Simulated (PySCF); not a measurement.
## Checking a proposed structure

A compound C6H8F2 gives the data below (simulated from a calculation) and was assigned the structure `F[C@@H]1CC=C[C@@H](F)C1`.

13C{1H} NMR (computed): δ 152.5 (C), 127.2 (CH), 117.1 (CH2), 33.8 (CH), 32.8 (CH2, 2C).

1H NMR (400 MHz, computed): δ 5.96 (m, 1H), 5.36 (s, 2H), 3.05 (m, 2H), 2.65 (m, 2H), 2.60 (m, 1H).

One computed conformer, non-relativistic Hamiltonian, in vacuum, one averaged value for each set of equivalent atoms. GFN2-xTB geometry; σ from GIAO-PBE0/pcSseg-1; PySCF 2.14.0 with density-fitted response routines.

δ = σ(ref) − σ, references computed at the same level: 1H (σref 31.72), 13C (σref 186.93) against TMS.

Q: Compare with the shifts computed for the proposed structure, pairing carbons in order of shift.

A: Mapped SMILES: `[F:1][C@@H:2]1[CH2:3][CH:4]=[CH:5][C@@H:6]([F:7])[CH2:8]1` (H(Xn): hydrogen on atom n).

```tsv
atom	computed for proposal	given list	difference
C4	140.0	152.5	-12.5
C5	133.0	127.2	+5.8
C6	88.9	117.1	-28.2
C2	88.5	33.8	+54.7
C8	40.1	32.8	+7.3
C3	37.3	32.8	+4.5
```

The rms difference is 26.0 ppm and the largest +54.7 ppm at C2 (sp3 CH bonded to F). The proposal also would give 6 carbon signals, not 5. The carbon types in order of shift don't match either: CH, CH, CH, CH, CH2, CH2 for the proposal against C, CH, CH2, CH, CH2, CH2 in the data. The proposal doesn't fit.

Q: Which isomer fits?

A: `InChI=1S/C6H8F2/c1-4-2-5(3-4)6(7)8/h5-6H,1-3H2`.

- Carbon types of the structure: 1 × C, 2 × CH, 3 × CH2, which accounts for all hydrogens.
- δC 152.5: fully substituted alkene carbon; as expected for a trigonal carbon in a double bond.
- δC 127.2: sp3 CH bonded to 2 F; 2 electronegative neighbours deshield it.
- δC 117.1: terminal =CH2 carbon; the olefinic region.
- δC 33.8: sp3 CH in a ring; saturated and bonded to C and H only.

Other isomers checked: F[C@@H]1[C@@H]2C[C@@H]2C[C@H]1F (rms 40.2 ppm).

The shifts were computed for this structure.

Splittings by 19F in the carbon and heteronuclear signals aren't shown, as no couplings were computed. Shifts are as computed. Against solution values, carbons near 30 ppm lie about +3 ppm off and those near 130 ppm about +5 ppm. Of 1211 compounds with measured shifts, 218 miss one by over three times the rms of a fit or turn the order of signals round; such compounds aren't used in these exercises. Multiplicities follow the n + 1 count of equivalent neighbours, as no J values were calculated; m marks all less simple cases, F and P coupling included.
